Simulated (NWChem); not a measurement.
AlH2S2Cl; SMILES [Al]([SH])([SH])[Cl]

```xyz
6

Al    -0.0177     0.0002     0.0000
Cl    -2.1248     0.0230     0.0000
S      1.0054     1.9366    -0.0480
H      2.2499     1.3797    -0.0363
S      0.9633    -1.9580     0.0480
H      2.2196    -1.4281     0.0363
```
Atoms are numbered in this order, from 1.

Computed with NWChem. Pople sets run with spherical d functions. STO-3G and 3-21G are far too small for this property and stand as cheap habits. Coordinates come from a PBE-D3(BJ)/def2-SVP optimisation. B3LYP is NWChem's, with the RPA form of VWN correlation. Field at 589 nm.

```csv
level,isotropic polarisability (bohr³),anisotropy (bohr³)
B3LYP/STO-3G,___,___
B3LYP/6-31G*,68.2,34.1
B3LYP/def2-SVP,63.8,32.8
B3LYP/def2-SVPD,87.2,29.0
B3LYP/aug-cc-pVDZ,87.0,31.1
```

Some entries are withheld; supply them.


- B3LYP/STO-3G, isotropic polarisability (bohr³): 32.9
- B3LYP/STO-3G, anisotropy (bohr³): 37.7
